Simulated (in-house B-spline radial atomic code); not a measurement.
Ag. Computed with a B-spline radial atomic code. Model: non-relativistic spherical atom: semilocal Troullier-Martins pseudo-atom, one channel per l, against all electrons, high spin, G0W0 and RPA with empty states to l = 8, local potential for every l without a channel, a model core (radius 0 = none) keeps its share of the functional.

Without relativity these are model numbers for so heavy an element.

What the tables leave out is listed at the end.

The pseudopotential gives back the lowest level of each angular momentum of its own functional in the configuration it was made in; a second state of the same l is only approximately right. Exact exchange, RPA and GW see the smooth pseudo-orbitals and miss the exchange with the core, for which the functional's share stands in. The column with an uncorrelated core keeps all orbitals and exact exchange, and so separates missing core correlation from pseudisation. Only the three outermost levels and the lowest empty one were computed. RPA here is direct RPA, with no exchange kernel, and its energies carry an (l + 1/2)⁻⁴ tail. A hybrid on a potential with a model core restores only its own semilocal share of the core's exchange.

Command:
```bash
python run_psgw.py task.json out
```
Settings (lengths in bohr, energies in hartree):
```
Z                      47
electrons              47
configuration          [Kr] 4d10 5s1
generated_in           [Kr] 4d10 5s1
functional             lda,vwn
core_shells            7
radius_factor          1.3
core_correction        True
ion_configuration      [Kr] 4d10
```

Cost of the run: 82 s on 1 thread of Arm Neoverse N1 (shared host).

Given: made with LDA VWN5; model core radius 0.628 bohr; local radius 1.48 bohr; mean-field start LDA VWN5.

Valence shells of the generating configuration: 4p, 4d, 5s.

Channel: s 3.37, p 1.146, d 1.344 (radii in bohr).

Computed: largest level miss in the spin-unpolarised generating configuration 0 eV; valence RPA correlation energy all-electron orbitals -1.0858 hartree; pseudo-atom RPA polarisability 40.177 bohr³; ionisation by mean-field all-electron 7.6635 eV; ionisation by mean-field pseudo minus all 0.005 eV; ionisation by RPA all-electron 7.5301 eV; ionisation by RPA pseudo minus all 0.929 eV.

| level | occupied | mean-field all-electron (eV) | mean-field pseudo minus all (eV) | G0W0 all-electron (eV) | G0W0 uncorrelated core minus all (eV) | G0W0 pseudo minus all (eV) | exchange self-energy all-electron (eV) | exchange self-energy pseudo (eV) |
| --- | --- | --- | --- | --- | --- | --- | --- | --- |
| 5s up | 1 | -4.5542 | 0.005 | -7.4353 | -0.01 | -0.632 | -10.352 | -11.108 |
| 5s down (empty) | 0 | -3.8862 | -0.014 | -1.3239 | -0.009 | -0.716 | -2.7044 | -3.5101 |

(1) What is the all-electron RPA polarisability, core included?

(2) What is the valence RPA correlation energy pseudo?

Given: mean-field start PBE0.

Computed: valence RPA correlation energy all-electron orbitals -1.0223 hartree; valence RPA correlation energy pseudo -1.1714 hartree; all-electron RPA polarisability, core included 38.007 bohr³; pseudo-atom RPA polarisability 33.456 bohr³; ionisation by mean-field all-electron 7.0762 eV; ionisation by RPA pseudo minus all 1.05 eV.

```
          level  occupied  mean-field all-electron (eV)  mean-field pseudo minus all (eV)  G0W0 all-electron (eV)  G0W0 uncorrelated core minus all (eV)  G0W0 pseudo minus all (eV)  exchange self-energy all-electron (eV)  exchange self-energy pseudo (eV)
          5s up         1                       -4.8705                            -0.307                 -7.3061                                 -0.009                      -0.862                                 -9.8633                           -11.514
5s down (empty)         0                       -2.4828                            -0.253                 -1.0737                                 -0.007                      -0.593                                 -2.2632                           -3.4755
```

(3) What is the ionisation by mean-field pseudo minus all?

(4) What is the ionisation by RPA all-electron?

Answers

(1) 40.096 bohr³.

(2) -1.2323 hartree.

(3) 0.407 eV.

(4) 7.3847 eV.

Among the listed levels the largest G0W0 shift of the pseudo-atom is -0.86 eV, for 5s up on the PBE0 start, while leaving the core uncorrelated moves that level by -0.01 eV. So pseudisation and the lost core exchange, not the missing core correlation, make the error. Not in the tables (levels of low weight, unsolved or above zero; the highest and the empty levels are kept at any weight): on LDA the G0W0 levels 4d down (pseudo minus all +0.81 eV, weights 0.47 and -0.00), 4d up (pseudo minus all +0.48 eV, weights 0.30 and 0.37); on PBE0 the G0W0 levels 4d down (pseudo minus all +0.91 eV, weights 0.76 and 0.71), 4d up (pseudo minus all +1.17 eV, weights 0.36 and 0.67); no Hartree-Fock pseudo-atom is run with a model core.
